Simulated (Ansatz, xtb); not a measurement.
**Two isomers of C2H9NSi3**

Structure a is `C#C[SiH2]N[SiH2][SiH3]`, a singlet and structure b is `C#C[Si@@H]([SiH3])N[SiH3]`, a singlet. Both are isolated molecules in the gas phase, relaxed with PBE0-D3(BJ)/def2-SVP, each in the lowest conformer that the search found.

Quicker runs give these differences E(b) − E(a): GFN2-xTB −0.63 kcal/mol; HF/STO-3G −1.12 kcal/mol (at GFN2-xTB geometries); r2SCAN-D4/def2-SVP +0.08 kcal/mol (at GFN2-xTB geometries).

Question: Estimate E(b) − E(a) at the level CCSD(T)/def2-SVP + ΔMP2/def2-TZVPP.

Answer: Too close to call at this level: CCSD(T)/def2-SVP + ΔMP2/def2-TZVPP gives E(b) − E(a) = −0.43 kcal/mol.

How the difference moves with the method:

```csv
level,geometry,E(b) − E(a) (kcal/mol),departure from the last row (kcal/mol),"job, with rough time for the two"
GFN2-xTB,GFN2-xTB,−0.63,−0.20,"optimisation, 1.6 s"
HF/STO-3G,GFN2-xTB,−1.12,−0.69,"single point, 3 s"
r2SCAN-D4/def2-SVP,GFN2-xTB,+0.08,+0.51,"single point, 15 s"
PBE0-D3(BJ)/def2-SVP,PBE0-D3(BJ)/def2-SVP,−0.22,+0.21,"optimisation, 6.4 min"
HF/def2-SVP,PBE0-D3(BJ)/def2-SVP,−0.74,−0.31,part of the CCSD(T) run
MP2/def2-SVP,PBE0-D3(BJ)/def2-SVP,−0.58,−0.15,part of the CCSD(T) run
CCSD(T)/def2-SVP,PBE0-D3(BJ)/def2-SVP,−0.52,−0.08,single point
CCSD(T)/def2-SVP + ΔMP2/def2-TZVPP,PBE0-D3(BJ)/def2-SVP,−0.43,,"single point, 3 min"
```

As drawn, both hold the same kinds of bond in the same numbers.

The largest departure from CCSD(T)/def2-SVP + ΔMP2/def2-TZVPP is that of HF/STO-3G, 0.69 kcal/mol. The last row adds to CCSD(T) the change of the MP2 difference between the two basis sets, here +0.08 kcal/mol.

With thermal terms from frequencies at re-optimised GFN2-xTB minima (ideal gas, soft modes damped towards free rotors, one conformer each, 298.15 K, 1 atm): the zero-point term adds +0.06 kcal/mol; ΔH is −0.28 and ΔG −0.63 kcal/mol.

The correlated steps freeze 18 core orbitals. Mirror images aren't counted in ΔG. Codes used: Ansatz 0.2.0, xtb 6.7.1; the last row on 2 threads of Intel(R) Xeon(R) Processor @ 2.50GHz (Skylake/Cascade Lake) on a shared host.
